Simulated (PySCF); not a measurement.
## Correlation energy of Ar⁺ (argon, charge +1)

[Ne] 3s2 3p5, 2P determinant. All numbers are calculated (PySCF 2.14, no relativity, point nucleus, in def2-QZVPPD (10s7p5d2f1g, 79 functions)). Frozen: [Ne]; 7 electrons correlated.

```tsv
level	correlation energy (mhartree)
CCSD	-209.15
(T)	-6.62
CCSD(T)	-215.77
```

Diagnostics: T1 = 0.0069, D1 = 0.0224, largest double amplitude 0.039.

Cost of the coupled-cluster step: of the order of 20 core-seconds, for 7 correlated electrons.

Iterations:

```
CC2 = 0
CCSD nocc = (np.int64(4), np.int64(3)), nmo = (74, 74)
frozen orbitals [[0, 1, 2, 3, 4], [0, 1, 2, 3, 4]]
max_cycle = 100
direct = 0
conv_tol = 1e-08
conv_tol_normt = 1e-06
diis_space = 8
diis_start_cycle = 0
Init t2, MP2 energy = -0.184844592071084
Init E_corr(UCCSD) = -0.184844592071908
cycle = 1  E_corr(UCCSD) = -0.203520075850795  dE = -0.0186754838  norm(t1,t2) = 0.0366321
cycle = 2  E_corr(UCCSD) = -0.20750951158887  dE = -0.00398943574  norm(t1,t2) = 0.0116283
cycle = 3  E_corr(UCCSD) = -0.209214997269692  dE = -0.00170548568  norm(t1,t2) = 0.00466671
cycle = 4  E_corr(UCCSD) = -0.209156386628452  dE = 5.86106412e-05  norm(t1,t2) = 0.000580913
cycle = 5  E_corr(UCCSD) = -0.209151566915207  dE = 4.81971325e-06  norm(t1,t2) = 8.36278e-05
cycle = 6  E_corr(UCCSD) = -0.209153416609463  dE = -1.84969426e-06  norm(t1,t2) = 2.30553e-05
cycle = 7  E_corr(UCCSD) = -0.209153389647504  dE = 2.69619588e-08  norm(t1,t2) = 4.80378e-06
cycle = 8  E_corr(UCCSD) = -0.209153368696156  dE = 2.09513487e-08  norm(t1,t2) = 1.03911e-06
cycle = 9  E_corr(UCCSD) = -0.209153375108147  dE = -6.41199122e-09  norm(t1,t2) = 2.91872e-07
UCCSD converged
E(UCCSD) = -526.491681226868  E_corr = -0.2091533751081468
UCCSD(T) correction = -0.0066228095127016
```
